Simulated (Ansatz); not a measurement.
```yaml
atoms:
  - { symbol: Ge, position_ang: [0.0000, 0.0000, 0.0000] }
  - { symbol: H, position_ang: [0.9585, 0.9585, 0.9585] }
  - { symbol: H, position_ang: [0.9585, -0.9585, -0.9585] }
  - { symbol: H, position_ang: [-0.9585, 0.9585, -0.9585] }
  - { symbol: H, position_ang: [-0.9585, -0.9585, 0.9585] }
```

Basis set: 6-31G* (spherical functions). Frozen core: 9 orbitals. Charge 0, multiplicity 1.

Computed with Ansatz (development build ahead of 0.2.0); each method stands on the lowest determinant of its kind that the runs found. Restricted open shells among the atoms or ions are ROHF, correlated in semicanonical orbitals with singles.

The atomization energy at this shape (free ground-state atoms in the same class of orbitals less the molecule, no zero-point energy) of singlet GeH₄:

```
method  atomization energy
   RHF        880.3 kJ/mol
```

Q: What does RHF-MP2 give?

A: 998.8 kJ/mol. Caution: the shape is not the minimum.
